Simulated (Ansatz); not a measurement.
Calculated with Ansatz (gas phase, PBE0-D4/def2-TZVP geometries, no zero-point term in ΔE). CCSD(T)/CBS adds triple-zeta CCSD(T) − MP2 to the extrapolated MP2 energy (def2 sets, frozen cores). DFT in def2-TZVPP. B3LYP here is the variant with VWN-RPA as its local correlation; programs differ in this. One conformer a species, not always the lowest.

Reaction (redistribution): `B[SiH2][SiH2]O` + `NC(O)N[SiH3]` → `B[SiH2]C(N)O` + `O[SiH2]N[SiH3]`

```json
{"level": "PBE-D4", "ΔE (kJ/mol)": "-44.8", "difference from CCSD(T)/CBS": "22.4"}
{"level": "r2SCAN-D4", "ΔE (kJ/mol)": "-55.2", "difference from CCSD(T)/CBS": "12.0"}
{"level": "B3LYP-D4", "ΔE (kJ/mol)": "-63.0", "difference from CCSD(T)/CBS": "4.2"}
{"level": "ωB97X-V", "ΔE (kJ/mol)": "-60.3", "difference from CCSD(T)/CBS": "6.9"}
{"level": "B2PLYP", "ΔE (kJ/mol)": "-65.6", "difference from CCSD(T)/CBS": "1.6"}
{"level": "PBE", "ΔE (kJ/mol)": "-43.6", "difference from CCSD(T)/CBS": "23.6"}
{"level": "PBE0", "ΔE (kJ/mol)": "-48.5", "difference from CCSD(T)/CBS": "18.7"}
{"level": "B3LYP", "ΔE (kJ/mol)": "-61.0", "difference from CCSD(T)/CBS": "6.2"}
{"level": "HF/def2-TZVPP", "ΔE (kJ/mol)": "-69.9", "difference from CCSD(T)/CBS": "-2.7"}
{"level": "SCS-MP2/def2-TZVPP", "ΔE (kJ/mol)": "-71.5", "difference from CCSD(T)/CBS": "-4.3"}
{"level": "CCSD/def2-TZVPP", "ΔE (kJ/mol)": "-64.2", "difference from CCSD(T)/CBS": "3.0"}
{"level": "CCSD(T)/def2-TZVPP", "ΔE (kJ/mol)": "-62.2", "difference from CCSD(T)/CBS": "5.0"}
{"level": "HF/def2-QZVPP", "ΔE (kJ/mol)": "-72.2", "difference from CCSD(T)/CBS": "-5.0"}
{"level": "SCS-MP2/def2-QZVPP", "ΔE (kJ/mol)": "-75.1", "difference from CCSD(T)/CBS": "-7.9"}
{"level": "MP2/CBS(def2)", "ΔE (kJ/mol)": "-76.0", "difference from CCSD(T)/CBS": "-8.8"}
{"level": "CCSD/CBS(def2)", "ΔE (kJ/mol)": "-69.2", "difference from CCSD(T)/CBS": "-2.0"}
{"level": "CCSD(T)/CBS", "ΔE (kJ/mol)": "-67.2", "difference from CCSD(T)/CBS": "0"}
```

Largest T1 diagnostic among the species: 0.014.

From PBE to PBE0 (25 % exact exchange), in def2-TZVPP and without D4, ΔE moves by −4.8 kJ/mol.
